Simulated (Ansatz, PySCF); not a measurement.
This PySCF input computes a CAM-B3LYP/def2-TZVPD energy:

```python
from pyscf import gto, scf, dft

mol = gto.M(
    atom='''
    Si   -0.00507796   -0.01455861    0.31611006
    O     0.74577885    1.38190277   -0.08669557
    C     0.09025240    2.62417067   -0.26420517
    O    -1.21005323   -0.17803327   -0.78213970
    C    -2.08427621   -1.29259983   -0.85504830
    O     1.13819143   -1.17459705    0.26366920
    C     2.16763570   -1.24941023   -0.71139391
    N    -0.68757557   -0.11876933    1.87073026
    H    -0.66033129    2.56348395   -1.05644133
    H     0.83828783    3.36760685   -0.54035360
    H    -0.39748828    2.94946930    0.66077598
    H    -2.90337459   -1.03896002   -1.52842484
    H    -1.56378293   -2.16994321   -1.24842875
    H    -2.49459623   -1.54478875    0.12652080
    H     2.83804153   -2.06134665   -0.42965071
    H     2.73235409   -0.31614300   -0.75970091
    H     1.75516531   -1.46186134   -1.70181495
    H    -0.12226975   -0.28545576    2.68611583
    H    -1.57089283    0.30600108    2.09596255
    ''',
    basis='def2-tzvpd',
    charge=0,
    spin=0,
    verbose=4,
)

mf = dft.RKS(mol, xc='camb3lyp').density_fit(auxbasis='def2-universal-jkfit')
mf.grids.level = 3
mf.conv_tol = 1e-9
mf.max_cycle = 100
mf.max_memory = 1500
mf.kernel()
if not mf.converged:
    mf = mf.newton()
    mf.kernel(mf.make_rdm1())
mf.analyze()
```

**Question.** Write an input for the same energy in Ansatz (a program for electronic structure) and say what it gives.

**Answer.** 
Ansatz 0.2 input:
```yaml
crystal:
  periodic: [false, false, false]
  atoms:
    - {symbol: Si, position_ang: [-0.00507796, -0.01455861, 0.31611006]}
    - {symbol: O, position_ang: [0.74577885, 1.38190277, -0.08669557]}
    - {symbol: C, position_ang: [0.09025240, 2.62417067, -0.26420517]}
    - {symbol: O, position_ang: [-1.21005323, -0.17803327, -0.78213970]}
    - {symbol: C, position_ang: [-2.08427621, -1.29259983, -0.85504830]}
    - {symbol: O, position_ang: [1.13819143, -1.17459705, 0.26366920]}
    - {symbol: C, position_ang: [2.16763570, -1.24941023, -0.71139391]}
    - {symbol: N, position_ang: [-0.68757557, -0.11876933, 1.87073026]}
    - {symbol: H, position_ang: [-0.66033129, 2.56348395, -1.05644133]}
    - {symbol: H, position_ang: [0.83828783, 3.36760685, -0.54035360]}
    - {symbol: H, position_ang: [-0.39748828, 2.94946930, 0.66077598]}
    - {symbol: H, position_ang: [-2.90337459, -1.03896002, -1.52842484]}
    - {symbol: H, position_ang: [-1.56378293, -2.16994321, -1.24842875]}
    - {symbol: H, position_ang: [-2.49459623, -1.54478875, 0.12652080]}
    - {symbol: H, position_ang: [2.83804153, -2.06134665, -0.42965071]}
    - {symbol: H, position_ang: [2.73235409, -0.31614300, -0.75970091]}
    - {symbol: H, position_ang: [1.75516531, -1.46186134, -1.70181495]}
    - {symbol: H, position_ang: [-0.12226975, -0.28545576, 2.68611583]}
    - {symbol: H, position_ang: [-1.57089283, 0.30600108, 2.09596255]}
basis:
  gaussian:
    orbitals: def2-TZVPD
hamiltonian:
  xc: {name: CAM-B3LYP}
output: {forces: true}
```
It gives -691.04543 Eh, and PySCF -691.04563 Eh, a difference of 0.20 mEh, from the treatment of integrals and grids.
